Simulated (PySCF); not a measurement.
Frontier orbitals and the lowest excitations

Compound: C₉H₅S (charge +1).
SMILES with atom numbers: `[CH:1]#[C:2][c:3]1[cH:4][cH:5][cH:6][s+:7][c:8]1[C:9]#[CH:10]` (hydrogens: H11 on C1; H12 on C4; H13 on C5; H14 on C6; H15 on C10)

Geometry (GFN2-xTB, Å), atoms numbered from 1 in this order:
```
atom  x, y, z in Å
C1     2.0926    2.1048   -0.5490
C2     1.1698    1.3614   -0.3489
C3     0.0698    0.5053   -0.1156
C4    -1.2258    1.0218   -0.1769
C5    -2.3671    0.2556    0.0384
C6    -2.3261   -1.0841    0.3292
S7    -0.9052   -1.9951    0.4740
C8     0.3296   -0.8455    0.1727
C9     1.6416   -1.3319    0.2285
C10    2.7650   -1.7645    0.2769
H11    2.8980    2.7578   -0.7240
H12   -1.3340    2.0728   -0.4039
H13   -3.3332    0.7357   -0.0272
H14   -3.2296   -1.6541    0.4872
H15    3.7502   -2.1322    0.3166
```

Computed, not measured: TDDFT PBE0/def2-SVPD, vertical, gas phase, core orbitals frozen in the response in PySCF.

Frontier orbitals with the atoms that hold most of them (Löwdin shares over 4%, at most four atoms; ? is withheld):

| orbital | ε (eV) | atoms |
| --- | --- | --- |
| HOMO-3 | -12.99 | C9 35%, C10 35%, C8 6%, C2 6% |
| HOMO-2 | -12.72 | C9 17%, C10 16%, S7 14%, C2 13% |
| HOMO-1 | -12.37 | ? |
| HOMO | ? | C1 22%, C2 19%, C10 12%, C9 9% |
| LUMO | -7.85 | ? |
| LUMO+1 | -6.71 | C3 18%, C6 15%, C5 14%, C8 11% |
| LUMO+2 | -4.35 | S7 28%, C10 16%, C9 14%, C8 13% |

Give the leading atoms of the LUMO.

S7 (bonded to 2 C) 23%; C4 (bonded to 2 C and H) 18%; C8 (bonded to 2 C and S) 17%; C6 (bonded to C, S and H) 15%. By element: carbon 50% or more, sulfur 23%.

Give the leading atoms of the HOMO-1.

C2 (bonded to 2 C) 38%; C1 (bonded to C and H) 37%; C9 (bonded to 2 C) 8%; C10 (bonded to C and H) 7%.

What is the HOMO energy, and the HOMO–LUMO gap?

ε(HOMO) = -11.73 eV; the gap is 3.88 eV (0.1428 hartree).

The HOMO–LUMO gap is 3.88 eV. Where does the response calculation put the lowest singlet, and from which orbitals?

S1 is at 3.22 eV (f = 0.082), 0.67 eV below the gap, made of HOMO→LUMO (96%). Without the coupling terms of the response equations the lowest excitation would equal the gap.

Give energy, strength and leading configuration of S1, S2, S4, S5, S6 and S8, and follow the Löwdin shares of the leading atoms from the occupied to the empty orbital.

- S1 (3.22 eV, f 0.082), HOMO→LUMO (96%): C1 22% → at most 15%, C2 19% → at most 15%, S7 at most 9% → 23%, C4 at most 9% → 18%
- S2 (3.43 eV, f 0.0000), HOMO-1→LUMO (92%): C2 38% → at most 15%, C1 37% → at most 15%, S7 at most 7% → 23%, C4 at most 7% → 18%
- S4 (4.12 eV, f 0.053), HOMO-2→LUMO (89%): C9 17% → at most 15%, C10 16% → at most 15%, S7 14% → 23%, C4 at most 13% → 18%
- S5 (4.28 eV, f 0.0000), HOMO-1→LUMO+1 (94%): C2 38% → at most 11%, C1 37% → at most 11%, C3 at most 7% → 18%, C6 at most 7% → 15%
- S6 (4.44 eV, f 0.183), HOMO→LUMO+1 (88%): C1 22% → at most 11%, C2 19% → at most 11%, C3 at most 9% → 18%, C6 at most 9% → 15%
- S8 (5.18 eV, f 0.197), HOMO-2→LUMO+1 (86%): C9 17% → at most 11%, C10 16% → at most 11%, C3 at most 13% → 18%, C6 at most 13% → 15%

Löwdin shares depend on the basis, the more so with diffuse functions.
